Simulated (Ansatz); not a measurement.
A structure relaxed at PBE/def2-SVP in Ansatz, charge 1, doublet:

```xyz
14

Li    3.229   -0.033    2.316
Li    0.598   -1.336   -2.052
Li    3.020    0.207   -0.740
Li   -3.767   -0.095   -0.389
Li   -1.600    0.513    1.969
Li   -2.304    2.737   -0.771
Li   -2.322    0.649   -3.183
Li    0.719   -1.845    3.237
Li    0.362    1.938   -2.421
Li    0.864    2.260    0.679
Li    0.966   -0.495    0.846
Li   -1.085    0.413   -0.741
Li   -1.130   -2.262    0.592
Li    2.451   -2.651    0.656
```

(1) Give its formula and point group.

(2) Summarise the bond lengths by kind (pairs closer than 1.2 times the sum of covalent radii, bridged metal pairs left out).

Answers

(1) Li₁₄⁺. Point group C2 (tolerance 0.1 Å).

(2) 17 × Li–Li 2.62 to 3.04 Å.

Another isomer (doublet) lies 0.05 eV lower at PBE0/def2-TZVP; other spin states weren't run for this one.
